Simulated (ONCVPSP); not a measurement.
# vanadium: ONCV pseudisation with PBEsol, scalar-relativistic reference atom.

vanadium, optimised norm-conserving Vanderbilt (ONCV), made with ONCVPSP 4.0.1 (PBEsol, scalar-relativistic). Core [Ar], reference 3d3 4s1.5 (charge +0.5). Waves: 4s: rc 2.15 bohr, ncon 5, nbas 10, qcut 3.6 1/bohr, 2 projectors, debl 3.5 Ha; p scattering state at 0.13 Ha: rc 2.00 bohr, ncon 4, nbas 8, qcut 4.4 1/bohr, 2 projectors, debl 2.8 Ha; 3d: rc 1.85 bohr, ncon 4, nbas 9, qcut 9 1/bohr, 2 projectors, debl 1.3 Ha. Local part: polynomial inside 1.45 bohr (lpopt 5, dvloc0 6 Ha). Core correction: Teter function, fcfact 4.25, rcfact 1.55.

Poles of the logarithmic derivatives, all-electron (AE) and pseudo (PS). s: poles at 2.1 (AE) and 2.0 (PS) Ha. p: poles at -1.6, 3.3 (AE) and -0.8, 3.3 (PS) Ha. d: poles at 0.1, 4.8 (AE) and 0.1, 5.0 (PS) Ha. Test radii: s 2.18, p 2.03, d 1.88 bohr.

- Cutoffs needed: 29 Ha and 57 Ha (the cutoffs (Ha) at which the residual kinetic energy of the hardest occupied pseudo-wave falls to 1 and 0.1 mHa per electron)
- Ghost test: ghosts flagged at negative energy: s at -117.5 eV, p at -23.4 eV; no localised positive-energy state flagged; a true bound ghost makes a file unfit for plane-wave use
- Largest excitation error: -219 meV (all-electron minus pseudo) for 3d3 4s0, out of 4 test configurations
- rms error of d²Exc/dni dnj: 18.72 mHa without and 10.93 mHa with the model core
